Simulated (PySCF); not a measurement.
Does the drawn structure hold up?

[C5H9O2S]+. Drawn bonds (atoms numbered from 1): C1=C2, C2–C3, C3–C4, C4–S5, S5–C6, S5=O7, S5=O8, C1–H9, C1–H10, C2–H11, C3–H12, C4–H13, C4–H14, C6–H15, C6–H16, C6–H17. Charge +1.

Geometry after optimisation with GFN2-xTB (Å):

```
atom  x, y, z in Å
C1    -1.554   -1.108   -0.139
C2    -1.880    0.290   -0.553
C3    -1.117    1.326   -0.238
C4     0.080    1.244    0.651
S5     0.843   -0.409    0.645
C6     2.292   -0.501   -0.401
O7    -0.128   -1.319   -0.175
O8     1.097   -0.864    1.960
H9    -1.930   -1.330    0.867
H10   -1.961   -1.844   -0.836
H11   -2.760    0.420   -1.163
H12   -1.361    2.317   -0.590
H13    0.850    1.958    0.365
H14   -0.190    1.421    1.694
H15    2.053   -0.067   -1.365
H16    2.550   -1.550   -0.514
H17    3.108    0.027    0.082
```

Here a drawn bond counts as lost beyond 1.3 times the sum of covalent radii plus 0.1 Å; another pair counts as a new contact within 1.08 times that sum, or 1.2 times among H, C, N, O, F, S and Cl. Covalent radii used (Å): C 0.73, H 0.31, O 0.66, S 1.05.

(1) Which drawn bonds no longer describe this geometry, and which new contacts appear?

(2) How long is each drawn bond in this geometry?

## Answers

(1) No drawn bond is lost. New contacts: C1–O7 (1.44 Å; radii sum 1.39 Å). The tight-binding optimisation can itself be at fault, so a check at a higher level is due before the drawing is dismissed.

(2) 
```csv
drawn bond,length (Å),over radii sum
C1–C2,1.495,1.02
C2–C3,1.324,0.91
C3–C4,1.493,1.02
C4–S5,1.821,1.02
S5–C6,1.790,1.01
S5–O7,1.563,0.91
S5–O8,1.415,0.83
C1–H9,1.096,1.05
C1–H10,1.092,1.05
C2–H11,1.078,1.04
C3–H12,1.080,1.04
C4–H13,1.089,1.05
C4–H14,1.092,1.05
C6–H15,1.084,1.04
C6–H16,1.086,1.04
C6–H17,1.085,1.04
```

All values are computed, not measured.
